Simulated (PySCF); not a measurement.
AlFCl₂, SMILES [F][Al]([Cl])[Cl]. Atoms are numbered in the order given.

```xyz
4

Al     0.0000     0.0000    -0.3478
F      0.0000     0.0000    -1.9980
Cl     0.0000     1.8092     0.6619
Cl     0.0000    -1.8092     0.6619
```

Geometry: PBE0-D3(BJ)/def2-SVP.

Vertical ionisation energy (IE) and electron affinity (EA) in eV. Rows of orbital energies are one-electron estimates. Where ΔSCF, EOM or ADC give a negative EA the extra electron is unbound and the value depends on the basis.

```tsv
level	IE	EA
−ε(HOMO), −ε(LUMO), M06-2X/def2-TZVPD (PySCF)	11.05	1.18
ADC(2)/aug-cc-pVDZ (PySCF)	___	___
```

Question: Fill in the missing entries. (The exact figures need the calculation; the answer reports its results.)

Answer: 
- ADC(2)/aug-cc-pVDZ (PySCF), IE: 11.91
- ADC(2)/aug-cc-pVDZ (PySCF), EA: 0.06

Question: Beyond the first one, list the lowest photoelectron lines from ADC(2)/aug-cc-pVDZ in PySCF with their pole strengths (two spins summed). (An estimate is asked for; the answer gives what the named calculation found.)

Answer: 12.26 eV (1.82), 12.55 eV (1.81), 12.66 eV (1.81), 13.24 eV (1.78), 14.07 eV (1.74).
